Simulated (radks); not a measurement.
Values are calculated unless marked as measured or tabulated.
Pt17+, configuration [Kr] 4d10 4f13 5s2.

Level of theory: Dirac Kohn-Sham, LB94 model potential, spin-unpolarised, spherical densities, finite nucleus; open shells fill j = l - 1/2 first; Fermi nuclear charge, rms radius 5.427 fm (a radial shooting solver on a logarithmic mesh with Libxc functionals).

Energy parts (hartree):
kinetic: 21030.3651
electron-nucleus: -45283.0915
Hartree: 6256.8280
(The LB94 potential has no energy functional, so no total or exchange-correlation energy is given.)

Orbitals (lengths in bohr, moments of r in powers of bohr; r(90%) holds 90 % of the orbital's charge):
| orbital | occ. | eigenvalue (hartree) | r(90%) |
|---|---|---|---|
| 1s1/2 | 2 | -2900.993 | 0.0313 |
| 2s1/2 | 2 | -522.1129 | 0.112 |
| 2p1/2 | 2 | -501.6234 | 0.0982 |
| 2p3/2 | 4 | -437.5641 | 0.109 |
| 3s1/2 | 2 | -134.0036 | 0.274 |
| 3p1/2 | 2 | -124.6718 | 0.265 |
| 3p3/2 | 4 | -110.5899 | 0.287 |
| 3d3/2 | 4 | -94.89364 | 0.260 |
| 3d5/2 | 6 | -91.84790 | 0.266 |
| 4s1/2 | 2 | -39.85502 | 0.593 |
| 4p1/2 | 2 | -35.88354 | 0.603 |
| 4p3/2 | 4 | -32.50095 | 0.649 |
| 4d3/2 | 4 | -25.93655 | 0.677 |
| 4d5/2 | 6 | -25.29596 | 0.692 |
| 4f5/2 | 6 | -16.85876 | 0.756 |
| 4f7/2 | 7 | -16.71651 | 0.764 |
| 5s1/2 | 2 | -16.73262 | 1.19 |

The highest occupied level is 4f7/2 at -454.88 eV. The electron density at the nucleus is 1.976e+06 e/bohr^3. The density falls to 0.001 e/bohr^3 at r = 1.75 bohr. Summed over all electrons, <r^2> = 10.03 bohr^2, which gives a Langevin (diamagnetic) susceptibility term of -7.95 x 10^-6 cm^3/mol.
